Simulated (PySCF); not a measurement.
Isomers of C4H9ClOSi, one conformer each; single-point electronic energies without zero-point terms and without any empirical dispersion term.

Level: PBE0/pcSseg-1 in PySCF, non-relativistic, each on one gas-phase PBE0-D3(BJ)/def2-SVP geometry that isn't relaxed in the solvent. The solvent is an IEF-PCM continuum (Bondi radii, 1.10 Å for H, scaled by 1.2). Specific hydrogen bonds and non-electrostatic terms are outside this model.

| isomer | relative energy, gas (kcal/mol) | dipole (D) |
| --- | --- | --- |
| `C=CC[Si@@H](O)CCl` | 0.0 | 1.46 |
| `Cl[C@H]1COCC[SiH2]1` | 22.7 | 2.23 |

Task: How do the relative energies look in chloroform (ε = 4.711)?

Result: 
```json
{"isomer": "`C=CC[Si@@H](O)CCl`", "relative energy, solvent (kcal/mol)": "0.0", "E(solvent) − E(gas) (kcal/mol)": "-4.0", "dipole in solvent (D)": "1.79"}
{"isomer": "`Cl[C@H]1COCC[SiH2]1`", "relative energy, solvent (kcal/mol)": "23.7", "E(solvent) − E(gas) (kcal/mol)": "-3.0", "dipole in solvent (D)": "2.70"}
```

The order is unchanged. Conformers: `[CH2:1]=[CH:2][CH2:3][Si@@H:4]([OH:5])[CH2:6][Cl:7]` with C1–C2–C3–Si4 -110°, C2–C3–Si4–O5 -60°, C3–Si4–O5–H 161°, C3–Si4–C6–Cl7 -166°; `[Cl:1][C@H:2]1[CH2:3][O:4][CH2:5][CH2:6][SiH2:7]1` with Cl1–C2–C3–O4 -179°, C2–C3–O4–C5 -74°, C3–O4–C5–C6 73°, O4–C5–C6–Si7 -55°. `C=CC[Si@@H](O)CCl` gains most from the continuum, while `Cl[C@H]1COCC[SiH2]1` has the largest gas-phase dipole. The gains span 1.0 kcal/mol, the gas-phase energies 22.7 kcal/mol.
